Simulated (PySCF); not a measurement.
Computed shifts of a molecule CH₈BNO₂Si, PBE/pcSseg-1 in PySCF, GIAO, gas phase, equivalent atoms averaged, in ppm (number of nuclei): ²⁹Si: -32.8 (1). ¹³C: 2.5 (1). ¹⁵N: 58.8 (1). ¹H: 5.13 (1), 5.03 (1), 3.41 (1), 2.49 (1), 1.26 (1), 0.50 (3). References: ²⁹Si against TMS (σ = 335.4 ppm); ¹³C against TMS (σ = 182.0 ppm); ¹⁵N against NH3 (σ = 267.0 ppm); ¹¹B against BF3 (σ = 83.9 ppm); ¹⁷O against H2O (σ = 334.3 ppm); ¹H against TMS (σ = 31.49 ppm), references at their B3LYP-D3(BJ)/def2-TZVP geometries, non-relativistic. The structure is a stationary point at r2SCAN-D4/def2-SVP. The values are those of a single conformer.

**Question.** Pick the molecule that these values belong to.
A) CN([SiH3])B(O)O
B) N[SiH2]CB(O)O
C) C[SiH2]NB(O)O

**Answer.** C, C[SiH2]NB(O)O
